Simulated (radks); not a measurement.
Q: The mean radii <r> (bohr) of the occupied orbitals of an atom or ion are listed with their occupations. All-electron calculation, Dirac Kohn-Sham, LDA (Slater exchange, Perdew-Wang correlation), spin-unpolarised, spherical densities, point nucleus. Program: a radial shooting solver on a logarithmic mesh with Libxc functionals.

orbital  occ.      <r>
1s1/2       2  0.05626
2s1/2       2   0.2525
2p1/2       2   0.2195
2p3/2       4   0.2225
3s1/2       2   0.6475

Name the element and its charge. Open shells, if any, fill j = l - 1/2 first.

A: Z = 27, cobalt, charge +15: Co15+ in [Ne] 3s2. The 1s radius gives Z: for a bare nucleus <r> = (2 gamma + 1)/(2Z) with gamma = sqrt(1 - (Z/c)^2), 0.05483 bohr for Z = 27, and screening makes it slightly larger (0.05626 here). The occupations add up to 12, and the charge is Z minus that.
